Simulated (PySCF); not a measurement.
Computed shifts of a molecule C4H10O, PBE0/pcSseg-1 in PySCF, GIAO, gas phase, atoms alike by connectivity averaged where their shifts nearly agree, in ppm (number of nuclei): ¹³C: 69.2 (1), 66.9 (1), 19.5 (1), 16.4 (1). ¹H: 4.13 (1), 3.92 (1), 3.49 (1), 3.09 (1), 1.49 (3), 1.40 (3). References: ¹³C against TMS (σ = 186.3 ppm); ¹⁷O against H2O (σ = 334.2 ppm); ¹H against TMS (σ = 31.56 ppm), references at their B3LYP-D3(BJ)/def2-TZVP geometries, non-relativistic. The structure is a stationary point at PBE0-D3(BJ)/def2-SVP. The values are those of a single conformer.

**Question.** Which molecule gave these data?
A) CCOCC
B) CCCCO
C) CC[C@H](C)O
D) CCCOC

**Answer.** A, CCOCC
